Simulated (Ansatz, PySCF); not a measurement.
Dimer: CH2O (SMILES C=O) (first 4 atoms) with H4OSi (SMILES O[SiH3]); geometry from B3LYP-D3(BJ)/def2-TZVP.
(charge 0, multiplicity 1):
```xyz
10

C      0.2694    -0.4880     0.0356
O     -0.7562    -0.4380     0.6653
H      0.2810    -0.8315    -1.0129
H      1.2353    -0.1931     0.4797
O      0.2680     0.5349     3.0829
Si     0.0618    -0.0999     4.5854
H     -0.2951     0.2201     2.3563
H     -1.2928     0.1737     5.1287
H      1.0752     0.5370     5.4530
H      0.2639    -1.5723     4.5977
```

Basis-set superposition error: the interaction energy with monomers in their own basis, and in the dimer's basis (counterpoise).

The values were computed with Ansatz (a program for electronic structure); PySCF for 6-31G* rows. Each number belongs to the level named beside it.

```
level                  uncorrected (kcal/mol)  counterpoise (kcal/mol)  difference
---------------------  ----------------------  -----------------------  ----------
HF/6-31G*                               -6.28                    -4.70        1.58
SVWN5/def2-TZVPPD                       -9.53                    -9.43        0.10
PBE/def2-TZVPPD                         -5.76                    -5.68        0.07
B3LYP/6-31G*                            -7.72                    -5.44        2.28
B3LYP/def2-TZVPPD                       -5.25                    -5.18        0.07
BHLYP/def2-TZVPPD                       -5.99                    -5.93        0.06
CAM-B3LYP/def2-TZVPPD                   -6.27                    -6.20        0.07
MP2/6-31G*                              -7.99                    -5.08        2.91
MP2/aug-cc-pV(D+d)Z                     -6.85                    -5.56        1.29
CCSD/aug-cc-pV(D+d)Z                    -6.47                    -5.23        1.25
```

The error is largest for MP2/6-31G* (2.91 kcal/mol) and smallest for BHLYP/def2-TZVPPD (0.06 kcal/mol).
